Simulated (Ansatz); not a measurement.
Cost and result for the atomization energy of `CC(=O)C(C)C(C)=O` (18 atoms, 17 bonds).

| atom | x (Å) | y (Å) | z (Å) |
| --- | --- | --- | --- |
| C1 | -2.140 | 0.787 | 0.216 |
| C2 | -0.670 | 0.858 | -0.088 |
| O3 | -0.181 | 1.790 | -0.676 |
| C4 | 0.187 | -0.294 | 0.416 |
| C5 | 0.648 | 0.013 | 1.836 |
| C6 | 1.365 | -0.571 | -0.513 |
| C7 | 1.045 | -0.791 | -1.964 |
| O8 | 2.490 | -0.629 | -0.090 |
| H9 | -2.617 | 1.741 | 0.004 |
| H10 | -2.592 | 0.009 | -0.409 |
| H11 | -2.313 | 0.497 | 1.255 |
| H12 | -0.431 | -1.202 | 0.421 |
| H13 | 1.258 | 0.917 | 1.846 |
| H14 | -0.202 | 0.154 | 2.507 |
| H15 | 1.260 | -0.805 | 2.215 |
| H16 | 0.878 | 0.184 | -2.430 |
| H17 | 1.883 | -1.283 | -2.456 |
| H18 | 0.132 | -1.377 | -2.092 |

The species carries charge 0 and has multiplicity 1. The geometry is a stationary point of PBE0-D4/def2-TZVP. It is a higher conformer; a search finds a lower one. Program: Ansatz. All runs use 2 threads of an AMD EPYC 7R13 on a shared host and a share of an NVIDIA H100 80 GB. Times are those of one run each, without the atoms' runs, and a repeat can differ threefold. Electronic energies, without spin–orbit coupling; frozen cores. CCSD(T)/CBS adds CCSD(T) − MP2 in def2-TZVPP to the MP2 limit, and its time is that of the two runs behind it. T1 = 0.014. B3LYP takes the VWN-RPA correlation (the form of Gaussian; ORCA's B3LYP/G). HSE06 is the plane-wave form, built on full-range PBE exchange.

CCSD(T)/CBS is a level of theory with its own doubt, some kJ/mol a heavy atom from the limit and from the frozen cores, so smaller differences don't rank the functionals.

| level | functions | wall time |
| --- | --- | --- |
| r2SCANh-D4/def2-TZVPP | 388 | 2.1 s |
| BLYP-D4/def2-TZVPP | 388 | 2.3 s |
| CCSD(T)/def2-SVP | 162 | 2.8 s |
| ωB97X-V/def2-TZVPP | 388 | 2.9 s |
| BHLYP-D4/def2-TZVPP | 388 | 3.3 s |
| PBE0-D4/def2-TZVPP | 388 | 3.3 s |
| HSE06-D4/def2-TZVPP | 388 | 3.4 s |
| B97M-V/def2-TZVPP | 388 | 4 s |
| ωB97M-V/def2-TZVPP (with forces) | 388 | 4.2 s |
| B3LYP-D4/def2-TZVPP (with forces) | 388 | 4.3 s |
| MP2/def2-QZVPP | 756 | 5.5 s |
| CCSD(T)/def2-TZVPP | 388 | 18 s |
| CCSD(T)/CBS(def2) | – | 23 s |

(1) What atomization energy does each give, and how far from CCSD(T)/CBS? (Estimate.)

Answers

(1) Computed: 
| level | atomization (kcal/mol) | difference from CCSD(T)/CBS | per bond |
| --- | --- | --- | --- |
| r2SCANh-D4/def2-TZVPP | 1828.3 | -2.2 | -0.1 |
| BLYP-D4/def2-TZVPP | 1835.5 | 5.0 | 0.3 |
| CCSD(T)/def2-SVP | 1762.2 | -68.3 | -4.0 |
| ωB97X-V/def2-TZVPP | 1835.9 | 5.4 | 0.3 |
| BHLYP-D4/def2-TZVPP | 1772.4 | -58.1 | -3.4 |
| PBE0-D4/def2-TZVPP | 1847.8 | 17.3 | 1.0 |
| HSE06-D4/def2-TZVPP | 1849.1 | 18.6 | 1.1 |
| B97M-V/def2-TZVPP | 1836.2 | 5.7 | 0.3 |
| ωB97M-V/def2-TZVPP (with forces) | 1838.6 | 8.1 | 0.5 |
| B3LYP-D4/def2-TZVPP (with forces) | 1833.0 | 2.5 | 0.1 |
| MP2/def2-QZVPP | 1850.4 | 19.9 | 1.2 |
| CCSD(T)/def2-TZVPP | 1788.1 | -42.4 | -2.5 |
| CCSD(T)/CBS(def2) | 1830.5 | 0.0 | 0.0 |

The D4 term adds +15.3 kcal/mol with B3LYP and +8.2 kcal/mol with PBE0; it sums over pairs of atoms, weighted by their polarisabilities, and B3LYP, whose exchange is more repulsive, gets the larger term. From PBE to PBE0 (25 % exact exchange), in def2-TZVPP and without D4, the atomization energy moves by −37.8 kcal/mol: exact exchange takes away binding that semilocal exchange gives to molecules. In def2-TZVPP, CCSD(T) changes the Hartree–Fock value by +452.5 kcal/mol (the triples alone add +29.8 kcal/mol) and MP2 by +489.9 kcal/mol; breaking electron pairs costs correlation energy, which Hartree–Fock lacks.
